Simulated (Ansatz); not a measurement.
Cartesian coordinates (Å):
```xyz
4

Y     -0.0124    -0.0144    -0.0219
Cl     0.0934    -2.0832     1.2736
Cl    -1.9770     1.4292     0.1392
Cl     1.8474     0.6120    -1.4771
```
Charge 0, multiplicity 1.

All values below come from frozen-core CCSD(T)/def2-TZVPP // r2SCAN-D4/def2-SVP (Ansatz, a program for electronic structure).

```
Property                        Result
----------------------  --------------
HF energy               -1416.72274 Ha
MP2 correlation energy     -0.80567 Ha
```

Estimate the CCSD correlation energy, the (T) correction, the total energy and the T1 diagnostic.


CCSD correlation energy: -0.85358 Ha
(T) correction: -0.03496 Ha
CCSD(T) total energy: -1417.61129 Ha
T1 diagnostic: 0.010
